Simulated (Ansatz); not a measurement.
Energy needed to pull apart SiH$_{3}$TeCl (SMILES Cl[SiH2][TeH]), closed shell, into free ground-state atoms, from the structure below (displaced at random from a GFN2-xTB minimum); no zero-point or spin–orbit terms; open-shell atoms are treated unrestricted, in their ground-state multiplicity.

```
atom    x (Å)    y (Å)    z (Å)
 Cl1  -2.0595  -0.4257   0.0912
 Si2  -0.1708  -0.4050  -0.5653
 Te3   1.6720  -0.1378   1.2110
  H4   0.1867  -1.1195  -1.3537
  H5  -0.3536   0.9374  -1.2809
  H6   0.5222   1.2614   2.0031
```

Ansatz 0.2.0; basis: def2-TZVPP; cores frozen in the correlated methods. Filled d shells of the heavier atoms are correlated. Core potentials replace the inner electrons of the atoms past krypton. The def2 sets are not built for correlating such inner shells, so the correlated values are less sure here.

```csv
method,atomization energy (eV)
SPW92,?
PBE-D4,13.66
r2SCAN-D4,?
PBE0-D4,13.45
r2SCANh-D4,13.54
wB97M-V,13.55
HF,8.84
MP2,13.10
CCSD,12.80
CCSD(T),13.10
```

**Question.** What does r2SCAN-D4 give? (An estimate is asked for; the value comes from the calculation.)

**Answer.** Computed: 13.64 eV, which is about 0.54 eV more than CCSD(T)/def2-TZVPP.

**Question.** What does SPW92 give? (To be estimated.)

**Answer.** Computed: 15.81 eV, which is about 2.71 eV more than CCSD(T)/def2-TZVPP.

In triple zeta the MP2 and coupled-cluster atomization energies are still short of their basis limit by a few kcal/mol a bond, whereas those of the functionals are nearly converged, so these differences are not deviations from converged CCSD(T).

No T1 diagnostic of these runs exceeds 0.012.

For scale, one of the runs: CCSD(T)/def2-TZVPP forces, 176 basis functions (an equivalent command: `ansatz run in.yaml --threads 4`). The run took 3.8 min on 4 CPU threads (shared host), with 3.1 GiB of host memory at its peak.
